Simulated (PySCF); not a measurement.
# What a mistake does to a calculation on H4NOSi2 cation

All numbers below are calculated, not measured. The program is PySCF 2.14.0, an open-source quantum chemistry code, run on an isolated molecule that a program drew, which may never have been made. The molecule is H4NOSi2 cation (charge +1, singlet), drawn as the SMILES string `O[SiH]=N[SiH2+]`.

Each row is a Hartree-Fock (HF) and frozen-core CCSD(T) single point in the cc-pV(D+d)Z basis, meant for a local HF minimum. Run 1 is clean. Each other run has one planted mistake out of seven kinds, and not every kind appears here: one electron removed, one electron added, multiplicity raised by two, geometry at a saddle point, minimal basis STO-3G, one bond length entered in bohr, all coordinates scaled. The reference is restricted for singlets and unrestricted otherwise, and also for a bond in bohr. Adding or removing an electron swaps singlet and doublet. Electrons count all cores. HOMO and LUMO are orbital energies over both spins, the gradient is its largest component, and the lowest frequency (negative if imaginary) is given only where the gradient is small. Bond lengths are over the 7 bonds as drawn. T1 is the CCSD diagnostic: over 0.02 (restricted) or 0.045 (unrestricted) a single reference is doubtful.

Geometry of the clean run:
```xyz
8
H4NOSi2 cation, angstrom
O    -2.9010   -1.6397    1.8414
Si   -1.4337   -1.4923    1.2751
N    -1.0360   -0.7590   -0.0789
Si   -0.5227   -0.0571   -1.4097
H    -3.7102   -1.3208    1.4605
H    -0.4731   -2.1201    2.1592
H    -0.1470    1.3540   -1.4285
H    -0.4184   -0.7941   -2.6662
```

| run | electrons | basis functions | <S^2> | HOMO (eV) | LUMO (eV) | gradient (hartree/bohr) | lowest frequency (cm^-1) | mean bond (Å) | longest bond (Å) | T1 | HF (hartree) | CCSD(T) (hartree) | mistake |
|---|---|---|---|---|---|---|---|---|---|---|---|---|---|
| 1 | 46 | 94 | 0.000 | -16.60 | -3.64 | 3.5e-05 | 127 | 1.4398 | 1.590 | 0.0176 | -709.33341 | -709.89378 | no fault |
| 2 | 46 | 94 | 0.000 | -16.02 | -3.80 | 4.7e-02 | - | 1.5219 | 1.681 | 0.0212 | -709.30311 | -709.88017 | all coordinates scaled |
| 3 | 46 | 94 | 0.746 | -16.69 | -4.00 | 4.8e-02 | - | 1.5605 | 1.794 | 0.0748 | -709.18022 | -709.74161 | one bond length entered in bohr |
| 4 | 46 | 32 | 0.000 | -13.41 | 0.56 | 2.9e-02 | - | 1.4398 | 1.590 | 0.0287 | -700.92620 | -701.16339 | minimal basis STO-3G |
| 5 | 46 | 94 | 2.030 | -11.51 | -6.51 | 1.5e-01 | - | 1.4398 | 1.590 | 0.0217 | -709.18639 | -709.71385 | ? |

**Which mistake was planted in run 5, and what did it cost?**

Electrons, basis and geometry are unchanged, and <S^2> is 2.030, beside S(S+1) = 2.00 for a multiplicity of 3. So the mistake is: multiplicity raised by two. Subtracting run 1 and multiplying by 627.51 kcal/mol a hartree, the energy moved by 92.3 kcal/mol in HF and 112.9 kcal/mol in CCSD(T).

Cautions from the logs. Run 2: T1 is over the limit, so its CCSD(T) energy is less reliable; run 3: T1 is over the limit, so its CCSD(T) energy is less reliable; run 4: T1 is over the limit, so its CCSD(T) energy is less reliable.
